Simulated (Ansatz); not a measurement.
A structure relaxed at PBE/def2-SVP in Ansatz, charge 1, singlet:

```csv
atom,x (Å),y (Å),z (Å)
K1,3.145,2.879,-2.299
K2,0.391,-4.123,2.552
K3,-1.043,3.300,-2.238
K4,-3.109,-1.873,1.909
K5,0.616,-0.183,0.076
```

Give its formula.

K₅⁺.

Summarise the bond lengths by kind (pairs closer than 1.2 times the sum of covalent radii, bridged metal pairs left out).

6 × K–K 4.21 to 4.66 Å.

The restricted singlet is unstable towards broken spin symmetry in Hartree–Fock (as tested in another run); at PBE/def2-SVP this wasn't settled. The structure comes from a short search, and lower isomers may exist.
